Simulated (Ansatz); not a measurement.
Ta₄⁻, 4 atoms. Hardware: 2 threads of Arm Neoverse V2 on a shared host.

In the def2 sets Ta takes a core potential; there is no spin–orbit coupling. Correlated methods freeze no core orbitals; core or outer-core shells of Ta are correlated, in sets that lack core-valence functions.

**Question.** How many basis functions does each of these Ansatz runs have, and roughly what does it cost? PBE0-D4/def2-SVP, charge -1 quartet, energy with a search over starts; PBE-D4/def2-TZVPD, charge 0 singlet at the geometry of the charge -1 doublet, energy, from earlier orbitals; PBE0-D4/def2-SVPD, charge -1 quartet, relaxation, 10 steps; RPA@PBE/def2-TZVPD, charge -1 quartet, energy, from earlier orbitals; MP2/def2-TZVPD, charge -1 doublet, energy, from earlier orbitals; PBE-D4/def2-TZVPD, charge -1 doublet, energy, from earlier orbitals; PBE0-D4/def2-TZVPD, charge -1 doublet, energy and forces, from earlier orbitals; B97M-V/def2-TZVPD, charge -1 quartet, energy, from earlier orbitals; PBE0-D4/def2-SVP, charge 0 singlet at the geometry of the charge -1 doublet, energy with a search over starts; PBE0-D4/def2-SVPD, charge -1 doublet, relaxation, 6 steps; r2SCANh-D4/def2-TZVPD, charge -1 quartet, energy, from earlier orbitals; PBE0-D4/def2-TZVPD, charge -1 quartet, energy, from earlier orbitals.

**Answer.** Other jobs shared the machine, so times can vary by a factor of up to 3. A dash marks memory too small to be measured apart from the calling script's.

| run | functions | fitting or Cholesky vectors | wall time | peak host memory (GiB) |
| --- | --- | --- | --- | --- |
| PBE0-D4/def2-SVP, charge 0 singlet at the geometry of the charge -1 doublet, energy with a search over starts | 128 | 1320 | 4.3 s | – |
| PBE-D4/def2-TZVPD, charge 0 singlet at the geometry of the charge -1 doublet, energy, from earlier orbitals | 172 | 1464 | 4.8 s | – |
| MP2/def2-TZVPD, charge -1 doublet, energy, from earlier orbitals | 172 | 1524 | 20 s | 0.6 |
| RPA@PBE/def2-TZVPD, charge -1 quartet, energy, from earlier orbitals | 172 | 1524 | 20 s | 0.64 |
| PBE0-D4/def2-TZVPD, charge -1 doublet, energy and forces, from earlier orbitals | 172 | 1524 | 30 s | 0.7 |
| PBE-D4/def2-TZVPD, charge -1 doublet, energy, from earlier orbitals | 172 | 1464 | 33 s | 0.56 |
| PBE0-D4/def2-TZVPD, charge -1 quartet, energy, from earlier orbitals | 172 | 1740 | 44 s | 0.96 |
| PBE0-D4/def2-SVP, charge -1 quartet, energy with a search over starts | 128 | 1320 | 66 s | 0.66 |
| r2SCANh-D4/def2-TZVPD, charge -1 quartet, energy, from earlier orbitals | 172 | 1464 | 86 s | 1 |
| PBE0-D4/def2-SVPD, charge -1 quartet, relaxation, 10 steps | 140 | 1452 | 2.4 min | – |
| PBE0-D4/def2-SVPD, charge -1 doublet, relaxation, 6 steps | 140 | 1448 | 2.5 min | 0.67 |
| B97M-V/def2-TZVPD, charge -1 quartet, energy, from earlier orbitals | 172 | 1464 | 2.8 min | 1.1 |
